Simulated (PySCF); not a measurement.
## Bi(NH2)3(H2O) at several levels of theory

Computed with PySCF 2.14.0 (density fitting, no spin-orbit coupling) at the geometry relaxed with PBE0:

```xyz
13
Bi(NH2)3(H2O) (singlet)
Bi   -0.4850    0.4850    0.6589
N     1.5656    0.8276    1.3014
H     2.0756   -0.0422    1.4615
H     1.6122    1.3590    2.1719
N    -0.8276   -1.5656    1.3014
H    -1.3590   -1.6122    2.1719
H     0.0422   -2.0756    1.4615
N     0.2577   -0.2577   -1.2619
H     0.1010   -1.2679   -1.2815
H     1.2679   -0.1010   -1.2815
O    -1.5902    1.5902   -1.9326
H    -1.8647    1.8647   -2.8111
H    -0.8987    0.8987   -2.0627
```

```csv
level,basis,state,HOMO (eV),gap (eV),charge on Bi1 (e),dipole about the centre of mass (D),largest force component (eV/Å)
PBE0,"Bi def2-SVP with ECP60, N def2-SVP, H def2-SVP, O def2-SVP",singlet,-6.43,6.51,0.85,2.11,0.01
revPBE,the same,singlet,-4.91,4.35,0.75,2.03,0.59
PBE0,"Bi def2-TZVP with ECP60, N def2-TZVP, H def2-TZVP, O def2-TZVP",singlet,-6.75,6.40,1.01,1.88,0.53
```

Charges are Mulliken's, which hang on the basis. The relaxation used the grid (50, 194), these runs (75, 302) or, all-electron (x2c bases, spin-free X2C Hamiltonian), (99, 590).

**Question.** What does HF with Bi def2-SVP with ECP60, N def2-SVP, H def2-SVP, O def2-SVP give here?

**Answer.** state singlet, HOMO (eV) -9.80, gap (eV) 12.91, charge on Bi1 (e) 1.18, dipole about the centre of mass (D) 2.01, largest force component (eV/Å) 1.29. Time: 3.4 s on 2 threads of Arm Neoverse V1 (shared host), from an already converged density.

In the first row's basis the gap widens with exact exchange: 4.3 eV for revPBE (none); 6.5 eV for PBE0 (a fixed share); 12.9 eV for Hartree–Fock (rising or full at long range).

No frequency check is given that shows the relaxed geometry to be a minimum.
